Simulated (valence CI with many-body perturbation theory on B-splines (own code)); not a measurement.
**Ce⁵³⁺: key properties**

Computed by relativistic CI+MBPT: three valence electrons over a frozen Dirac-Fock core [He], radial functions for each j: 11 s, 11 p, 9 d, 7 f, 5 g, 2 h, 1 i, with the one-electron correlation potential Σ1 (screened to all orders), the two-electron term Σ2, the three-electron term Σ3, Breit, model QED; selected single and double excitations, second order for the rest (own B-spline code, finite nucleus).

The last digits are not significant, and no measured levels were compared; by estimate large intervals hold to a few tenths of a per cent, small ones and those within an open d or f shell to about a per cent.

Levels are named by their leading jj configuration (3d3/2^4 stands for four electrons in 3d with j = 3/2), which in mixed levels can hold well under half, so a name can repeat and another be missing.

Rates and lifetimes use the calculated energies. Strong lines usually hold to 10 to 20 %, long lifetimes can be off by a factor of two.

Q: What is the ground level?

A: (2s^2 2p1/2) J=1/2, composition 100 % 2s²2p ²P°, g = 0.636.

Q: Where does the other parity begin?

A: At (2s 2p1/2^2) J=1/2, 1470.8 × 10³ cm⁻¹.

Q: What are the static dipole polarisabilities of the lowest levels?

A: (2s^2 2p1/2) J=1/2 0.000491 bohr³, of which the core gives 6.70e-07.

Q: Among levels below 58242 × 10³ cm⁻¹, which E1 lines absorb most strongly from the ground level?

A: to (2s^2 3d3/2) J=3/2 at 0.1956 nm, f = 0.541; to (2s 2p1/2 3p1/2) J=3/2 at 0.1974 nm, f = 0.245; to (2s 2p1/2 3p3/2) J=3/2 at 0.1925 nm, f = 0.179.

Q: What is the ionisation energy?

A: 10835 eV; NIST lists 10840 ± 5 eV (theoretical).

Q: How well does LS coupling describe the low levels?

A: Among the lowest 20 levels the leading LS term, summed over configurations, holds 76 % on average. For single configurations the figures are 76 % in LS and 99 % in jj coupling. Terms mix most in the J = 3/2 level at 7257.3 × 10³ cm⁻¹, where the leading one holds 47 %.

Q: Name the longest-lived excited levels whose lifetime is computed, and their main decay.

A: (2s^2 2p3/2) J=3/2 at 3958.8 × 10³ cm⁻¹ lives 495 ps, mostly by E1 to (2s 2p1/2^2) J=1/2; (2s 2p1/2 2p3/2) J=5/2 at 5258.0 × 10³ cm⁻¹ lives 204 ps, mostly by E1 to (2s^2 2p3/2) J=3/2; (2s 2p1/2 2p3/2) J=3/2 at 4984.2 × 10³ cm⁻¹ lives 125 ps, mostly by E1 to (2s^2 2p1/2) J=1/2.
